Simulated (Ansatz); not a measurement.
`B[SiH2]C#N` + `C=O` → `B[SiH2]C=O` + `C#N`  (formal exchange of groups at the Si–C bond)

Computed with Ansatz on PBE0-D4/def2-TZVP structures; ΔE is electronic, products minus reactants. CBS: MP2 limit from def2 TZ/QZ plus the TZ coupled-cluster correction, frozen cores. This one scheme is used for every species. DFT in def2-TZVPP. HSE06 is defined as in plane-wave codes. Each species was taken in one conformer, which may not be the lowest.

Question: Is it downhill or uphill in electronic energy at CCSD(T)/CBS, and by how much? (Estimate.)

Answer: Ansatz gave: Uphill: ΔE = +14.5 kcal/mol.

Question: What do these levels give: BLYP-D4, r2SCANh-D4, BHLYP-D4, ωB97M-V, HSE06, CCSD/def2-SVP? (Estimate.)

Answer: Ansatz gave: BLYP-D4 12.0, r2SCANh-D4 13.5, BHLYP-D4 15.5, ωB97M-V 14.3, HSE06 13.5, CCSD/def2-SVP 15.4 kcal/mol.

Largest T1 diagnostic among the species: 0.016.

From r2SCAN to r2SCAN0 (25 % exact exchange), in def2-TZVPP and without D4, ΔE moves by +1.4 kcal/mol. Leaving LDA and LC-ωPBE aside and taking each functional with its dispersion term where it has one, the values, not all of them listed here, spread over 4.2 kcal/mol, from PBE-D4 to BHLYP-D4. LDA lies −1.1 kcal/mol from PBE without D4. In def2-TZVPP, CCSD(T) changes the Hartree–Fock value by −2.7 kcal/mol (the triples alone add −0.5 kcal/mol) and MP2 by −1.6 kcal/mol.
